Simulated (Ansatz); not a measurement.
`CC(C)[Te]B(O)O`. The species carries charge 0 and has multiplicity 1. Te takes the def2 core potential. The structure was optimised at the PBE0-D4/def2-TZVP level. It is one conformer, not always the lowest.

```xyz
16

C    -1.280   -0.669   -0.785
C     0.163   -0.831   -0.362
C     0.608   -2.279   -0.334
Te    0.510    0.035    1.605
B     0.403    2.109    0.958
O     0.530    3.161    1.818
O     0.209    2.365   -0.362
H    -1.572    0.381   -0.822
H    -1.420   -1.096   -1.786
H    -1.954   -1.191   -0.101
H     0.814   -0.245   -1.012
H     0.467   -2.727   -1.323
H     0.017   -2.865    0.376
H     1.661   -2.380   -0.064
H     0.659    2.920    2.736
H     0.185    3.312   -0.542
```

What is the dipole moment at ωB97M-V/def2-TZVPP? (Estimate.)

The calculation gave: 0.81 D, with components (-0.07, 0.73, -0.35) D in this frame, pointing from negative to positive charge.

And with PBE, r2SCAN, B3LYP? (Best estimate.)

The calculation gave: PBE 0.73 D, r2SCAN 0.78 D, B3LYP 0.68 D.

Give the Mulliken charges with ωB97M-V, B3LYP, PBE in def2-TZVPP. (Best estimate.)

The calculation gave: 
```csv
atom,ωB97M-V,B3LYP,PBE
C1,-0.29,-0.26,-0.25
C2,-0.22,-0.08,-0.07
C3,-0.32,-0.27,-0.27
Te4,0.02,-0.02,-0.04
B5,0.18,0.20,0.13
O6,-0.28,-0.29,-0.26
O7,-0.27,-0.29,-0.25
H8,0.12,0.10,0.10
H9,0.10,0.08,0.07
H10,0.11,0.08,0.08
H11,0.14,0.09,0.09
H12,0.10,0.08,0.08
H13,0.12,0.09,0.09
H14,0.13,0.10,0.10
H15,0.20,0.21,0.21
H16,0.17,0.18,0.18
```

B3LYP here is the variant with VWN-RPA as its local correlation; programs differ in this.

All numbers were calculated with Ansatz.
